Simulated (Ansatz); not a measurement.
C₆H₈N₂, SMILES c1(N)ccc(cc1)N.

Geometry optimised at PBE0-D3(BJ)/def2-SVP. Other conformers were not sampled.

Two levels are set side by side: PBE/def2-SVPD (Ansatz, a first-principles code) and CAM-B3LYP/def2-SVPD (Ansatz). Energy differences of separate SCF runs at the same geometry; the states with an electron removed or added have multiplicity 2 and 2. Differences are taken from unrounded values.

```json
[
 {"quantity": "vertical ionisation energy (eV)", "CAM-B3LYP": "7.04"},
 {"quantity": "vertical singlet–triplet gap (eV)", "CAM-B3LYP": "3.38"}
]
```

Question: What does PBE give, and how far is it from CAM-B3LYP? (An estimate is asked for; the answer gives what the named calculation found.)

Answer: 
| quantity | PBE | PBE minus CAM-B3LYP |
|---|---|---|
| vertical ionisation energy (eV) | 6.79 | -0.26 |
| vertical singlet–triplet gap (eV) | 3.18 | -0.21 |
